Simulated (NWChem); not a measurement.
CCl2, singlet; SMILES Cl[C]Cl

```xyz
3

Cl     1.3947     0.0000    -0.1479
C      0.0000     0.0000     0.8380
Cl    -1.3947     0.0000    -0.1479
```
Atoms are numbered in this order, from 1.

Program: NWChem. Low-valent species are run as closed-shell singlets; no triplet was tried in these runs. Geometry: optimised at PBE0-D3(BJ)/def2-TZVP. Ions are spin-unrestricted doublets at the neutral geometry; other ion states weren't tried.

**Question.** Estimate the computed values for BHandHLYP/def2-SVP. Quantities: vertical ionisation energy, ΔSCF (eV); −ε(HOMO) (eV).

**Answer.** 
```
Item                                   Value
-------------------------------------  -----
vertical ionisation energy, ΔSCF (eV)   9.89
−ε(HOMO) (eV)                           8.57
```
